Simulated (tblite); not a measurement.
C3H7BFN.
Atom-mapped SMILES: `[BH3-:1][N+:2]#[C:3][CH2:4][CH2:5][F:6]` (hydrogens: H7, H8, H9 on B1; H10, H11 on C4; H12, H13 on C5)

Structure used (GFN2-xTB), in Å, numbered top down from 1:
```xyz
13
C3H7BFN angstrom
B      2.7167   -0.2828   -0.0271
N      1.3140    0.0269   -0.2819
C      0.2090    0.2804   -0.4827
C     -1.1746    0.5846   -0.7232
C     -2.0926   -0.2604    0.1693
F     -3.3957    0.0560   -0.1047
H      2.7528   -1.4544    0.1906
H      3.2997    0.0191   -1.0216
H      3.0284    0.3774    0.9148
H     -1.4125    0.3883   -1.7740
H     -1.3533    1.6466   -0.5243
H     -1.9253   -0.0511    1.2307
H     -1.9709   -1.3301   -0.0286
```

Calculated harmonic vibrations of the isolated species, GFN2-xTB (tblite), most abundant isotopes, no scaling. Errors from tens to a few hundred cm⁻¹ against measured bands are possible. Modes of hydrogen on boron can be 10 to 20 % off. One conformer, not necessarily the lowest.

Harmonic wavenumbers (cm⁻¹): 26.2, 68.8, 87.0, 166.0, 223.0, 327.7, 350.0, 445.2, 740.3, 786.6, 845.7, 849.4, 1020.8, 1023.8, 1052.9, 1083.3, 1098.8, 1153.9, 1169.3, 1170.7, 1232.9, 1256.4, 1329.7, 1420.7, 1445.8, 2366.4, 2425.2, 2428.9, 2445.4, 2940.2, 2952.9, 2958.5, 2964.7.

A = 19298, B = 1233, C = 1187 MHz; mass 87.066 u (most abundant isotopes); point group C1, symmetry number 1.

**Question.** What is the zero-point energy?

**Answer.** ½Σν̃ = 20929 cm⁻¹ = 59.84 kcal/mol.

**Question.** Entropy at 200 K, 1 bar (ideal gas, RRHO, classical rotation)?

**Answer.** Translation 37.35, rotation 25.64, vibration 16.54: S = 79.5 cal/(mol K).

**Question.** And Cp and H(200 K) − H(0)?

**Answer.** Cp = 21.85 cal/(mol K), of which vibrations give 13.90 (their classical limit is 33 R = 65.6); H(200 K) − H(0) = 3.19 kcal/mol without the zero-point energy, 1.60 from vibrations.

**Question.** How do the functions run with temperature in this model?

**Answer.** 
```tsv
T (K)	S (cal/(mol K))	Cp (cal/(mol K))	H − H(0) (kcal/mol)	G − H(0) (kcal/mol)	ln q(vib)
50	56.2	13.0	0.52	-2.29	0.88
100	66.4	16.5	1.27	-5.37	2.11
298.15	89.3	27.7	5.61	-21.01	6.17
373.15	96.0	32.4	7.87	-27.97	7.52
500	106.5	39.5	12.44	-40.82	9.72
750	124.6	49.7	23.68	-69.79	13.84
1000	139.9	56.4	37.00	-102.90	17.65
```

q(vib) and H(0) count from the zero-point level.

**Question.** What must be added to the electronic energy to get the Gibbs energy at 200 K and 1 bar?

**Answer.** ZPE + [H(200 K) − H(0)] − T·S = 59.84 + 3.19 − 15.91 = 47.12 kcal/mol.

**Question.** Which modes carry the vibrational entropy at 200 K?

**Answer.** 26.2 cm⁻¹: 5.31; 68.8 cm⁻¹: 3.41; 87.0 cm⁻¹: 2.95; 166.0 cm⁻¹: 1.75; 223.0 cm⁻¹: 1.25; 327.7 cm⁻¹: 0.69 cal/(mol K); the other 27 give 1.19 together.

**Question.** Blend soft modes into free rotors: weight 1/[1 + (100 cm⁻¹/ν̃)⁴] for the oscillator and the rest for a rotor with moment μB/(μ + B), μ = h/(8π²ν), B = 10⁻⁴⁴ kg m². What vibrational entropy results?

**Answer.** 14.38 cal/(mol K) in place of 16.54, which changes −T·S at 200 K by +0.43 kcal/mol.

Hindered rotation and anharmonicity are outside this model. Other conformers, if any are populated, would add a mixing term that is left out. The structure is chiral; the term R ln 2 for an equal mix with its mirror image is left out.

On one thread, Arm Neoverse V1 (aarch64), shared host, this took 0.24 s of wall time. The figure is for the frequency step alone.
